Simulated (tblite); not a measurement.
Species: C6H8ClO (doublet state).
SMILES with atom numbers: `[O:1][C@@H:2]1[CH2:3][CH:4]=[CH:5][C@@H:6]([Cl:7])[CH2:8]1` (hydrogens: H9 on C2; H10, H11 on C3; H12 on C4; H13 on C5; H14 on C6; H15, H16 on C8)
Bond orders are those of one Lewis drawing.

Computed with GFN2-xTB (tblite), gas phase: L-BFGS steps from a force-field or distance-geometry start until the largest atomic force falls under 0.01 eV/Å.

Geometry at step 4:
```
atom  x, y, z in Å
O1     -0.3243   -1.2925   -1.5945
C2     -0.4283   -1.1998   -0.2800
C3     -1.5017   -0.1658    0.1773
C4     -0.9371    1.2119    0.2386
C5      0.3389    1.5079    0.0073
C6      1.2833    0.4129   -0.3512
Cl7     2.9759    0.8470   -0.0749
C8      0.9102   -0.8586    0.4043
H9     -0.7425   -2.2083    0.0972
H10    -1.9280   -0.4248    1.1477
H11    -2.2933   -0.1849   -0.5727
H12    -1.6473    1.9896    0.4585
H13     0.7066    2.5224    0.0461
H14     1.1626    0.1674   -1.4245
H15     0.7766   -0.6703    1.4678
H16     1.6408   -1.6453    0.2417
```

Task: What forces act on the atoms?

Result: 
```json
{"atom": "O1", "Fx (eV/Å)": "-0.011", "Fy (eV/Å)": "-0.082", "Fz (eV/Å)": "0.130"}
{"atom": "C2", "Fx (eV/Å)": "-0.305", "Fy (eV/Å)": "-0.163", "Fz (eV/Å)": "0.035"}
{"atom": "C3", "Fx (eV/Å)": "0.058", "Fy (eV/Å)": "-0.199", "Fz (eV/Å)": "-0.039"}
{"atom": "C4", "Fx (eV/Å)": "0.260", "Fy (eV/Å)": "0.112", "Fz (eV/Å)": "-0.092"}
{"atom": "C5", "Fx (eV/Å)": "-0.140", "Fy (eV/Å)": "-0.115", "Fz (eV/Å)": "0.035"}
{"atom": "C6", "Fx (eV/Å)": "0.164", "Fy (eV/Å)": "0.175", "Fz (eV/Å)": "-0.023"}
{"atom": "Cl7", "Fx (eV/Å)": "0.076", "Fy (eV/Å)": "0.130", "Fz (eV/Å)": "0.039"}
{"atom": "C8", "Fx (eV/Å)": "-0.086", "Fy (eV/Å)": "-0.036", "Fz (eV/Å)": "-0.136"}
{"atom": "H9", "Fx (eV/Å)": "-0.034", "Fy (eV/Å)": "0.204", "Fz (eV/Å)": "-0.033"}
{"atom": "H10", "Fx (eV/Å)": "0.004", "Fy (eV/Å)": "-0.101", "Fz (eV/Å)": "-0.011"}
{"atom": "H11", "Fx (eV/Å)": "-0.191", "Fy (eV/Å)": "0.057", "Fz (eV/Å)": "0.042"}
{"atom": "H12", "Fx (eV/Å)": "-0.123", "Fy (eV/Å)": "0.149", "Fz (eV/Å)": "-0.003"}
{"atom": "H13", "Fx (eV/Å)": "0.015", "Fy (eV/Å)": "-0.074", "Fz (eV/Å)": "0.007"}
{"atom": "H14", "Fx (eV/Å)": "0.141", "Fy (eV/Å)": "-0.007", "Fz (eV/Å)": "0.038"}
{"atom": "H15", "Fx (eV/Å)": "0.067", "Fy (eV/Å)": "-0.029", "Fz (eV/Å)": "0.034"}
{"atom": "H16", "Fx (eV/Å)": "0.107", "Fy (eV/Å)": "-0.018", "Fz (eV/Å)": "-0.024"}
```

The largest, 0.35 eV/Å, acts on C2; the rms over all components is 0.112 eV/Å. The forces sum to zero within rounding, as they must for an isolated molecule in no field.

Task: Give the force on C2 in Eh/bohr and in nN.

Result: 0.348 eV/Å ÷ 51.422 = 0.00676 Eh/bohr, and 0.348 eV/Å × 1.602 = 0.56 nN.

Task: How far is this geometry from the end of the optimisation?

Result: 0.105 eV above it, and 0.254 Å rms away after alignment. The bonds farthest from their final lengths, with half the difference of the two atoms' forces along the bond (positive lengthens):

```json
{"bond": "C6–Cl7", "now (Å)": "1.769", "final (Å)": "1.794", "force along bond (eV/Å)": "-0.04"}
{"bond": "O1–C2", "now (Å)": "1.322", "final (Å)": "1.308", "force along bond (eV/Å)": "-0.04"}
{"bond": "C6–H14", "now (Å)": "1.108", "final (Å)": "1.096", "force along bond (eV/Å)": "-0.01"}
{"bond": "C2–C3", "now (Å)": "1.559", "final (Å)": "1.568", "force along bond (eV/Å)": "-0.15"}
{"bond": "C4–H12", "now (Å)": "1.076", "final (Å)": "1.082", "force along bond (eV/Å)": "+0.15"}
{"bond": "C4=C5", "now (Å)": "1.330", "final (Å)": "1.324", "force along bond (eV/Å)": "-0.23"}
```

The angle farthest from its final value is C2–C8–C6, 100.2° against 106.8°.

Of the 3 listed bonds off by 0.010 Å or more, this force points towards the final length in 2.

What follows is the cost of the whole relaxation. Time: 0.46 s. Hardware: an Arm Neoverse V1 with one thread, shared host with 64 logical CPUs at a one-minute load of 14.
